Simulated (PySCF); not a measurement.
## How methods differ on the ionisation energy of Ir⁵⁵⁺

Ir⁵⁵⁺ [Ar] 3d4 (5D) → Ir⁵⁶⁺ [Ar] 3d3 (4F), as a difference of total energies. All numbers are calculated (PySCF 2.14, the spin-free X2C one-electron Hamiltonian (Gaussian nucleus), in an even-tempered Gaussian basis (17 s from 14 bohr⁻², ratio 2.5; 13 p from 18 bohr⁻², ratio 2.5; 7 d from 18 bohr⁻², ratio 2.5; 4 f from 67 bohr⁻², ratio 2.7; 3 g from 100 bohr⁻², ratio 2.7)). Correlated levels: outer shells: [Ne] frozen; virtual orbitals above 40 to 60 times the deepest correlated orbital energy dropped. The calculations carry no spin-orbit coupling.

```
                method  ionisation energy (eV)
                   UHF                  5426.1
                   LDA                  5424.5
                   PBE                  5423.4
                  PBE0                  5424.6
                r2SCAN                  5423.5
                revPBE                  5423.4
               r2SCANh                  5424.0
    MP2 (outer shells)                  5426.5
SCS-MP2 (outer shells)                  5425.9
```

Spin-orbit coupling is strong in these open shells (close to jj coupling). The scalar numbers leave it out and a first-order estimate fails, so it can dominate the gap to the real levels.

Breit and QED terms and the two-electron picture change are absent.

For comparison: 5466 ± 5 eV (theoretical estimate listed by NIST; NIST Atomic Spectra Database, ionization energies).
